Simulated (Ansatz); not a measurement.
Reaction (substitution at a C–Si bond): `C=C[SiH2]CN` + H₂Se → `NC[SeH]` + `C=C[SiH3]`

Calculated with Ansatz (gas phase, PBE0-D4/def2-TZVP geometries, no zero-point term in ΔE). CCSD(T)/CBS is the MP2 limit (def2-TZVPP, def2-QZVPP) plus CCSD(T) − MP2 in def2-TZVPP, frozen cores. DFT in def2-TZVPP. For Se outer-core shells are correlated without core-valence functions, which leaves a few kJ/mol of doubt a bond. Scalar relativity is left out up to krypton. Each species was taken in one conformer, which may not be the lowest.

```csv
level,ΔE (kcal/mol)
LDA (SPW92),7.6
PBE-D4,7.0
revPBE-D4,6.7
r2SCANh-D4,7.4
```

**Question.** What does CCSD(T)/CBS give? (Estimate.)

**Answer.** Ansatz gave: +6.7 kcal/mol. The listed levels differ from it by 0.9, 0.3, 0.0, 0.7 kcal/mol.

**Question.** What do rigid-rotor, harmonic-oscillator terms from PBE0-D4/def2-TZVP frequencies (298.15 K, 1 bar) make of the CCSD(T)/CBS value? (An estimate is asked.)

**Answer.** The calculation gave: ΔZPE = +0.9 kcal/mol, ΔH = +7.2 kcal/mol, ΔS = 12 J/(mol·K), ΔG = +6.3 kcal/mol.

Largest T1 diagnostic among the species: 0.011.

Leaving LDA and LC-ωPBE aside and taking each functional with its dispersion term where it has one, the values, not all of them listed here, spread over 1.5 kcal/mol, from B2PLYP to B97M-V. LDA lies +1.2 kcal/mol from PBE without D4. At CCSD(T), def2-SVP lies +1.2 kcal/mol from the extrapolated value and def2-TZVPP −0.2 kcal/mol.
